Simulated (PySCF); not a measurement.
**Ionisation energy of Be⁺ by level of theory**

Be⁺ [He] 2s1 (2S) → Be²⁺ 1s2 (1S), as a difference of total energies. Calculation: PySCF 2.14, in x2c-TZVPPall with one added diffuse shell of s type (6s3p1d, 20 functions); the spin-free X2C one-electron Hamiltonian (Gaussian nucleus). Correlated levels: valence and next inner shell: nothing frozen. The calculations carry no spin-orbit coupling.

| method | ionisation energy (eV) |
| --- | --- |
| UHF | 18.125 |
| MP2 (valence and next inner shell) | 18.158 |
| SCS-MP2 (valence and next inner shell) | 18.151 |
| CCSD (valence and next inner shell) | 18.161 |
| CCSD(T) (valence and next inner shell) | 18.161 |
| CCSDT (valence and next inner shell) | 18.161 |
| FCI (valence and next inner shell) | 18.161 |

Problem. How much does correlation contribute at CCSD(T) (valence and next inner shell)?

Solution. 18.161 − (18.125) = 0.036 eV, measured against UHF.

Errors of the correlated levels include the incompleteness of this basis.

For comparison: 18.211 eV (measured; NIST Atomic Spectra Database, ionization energies).
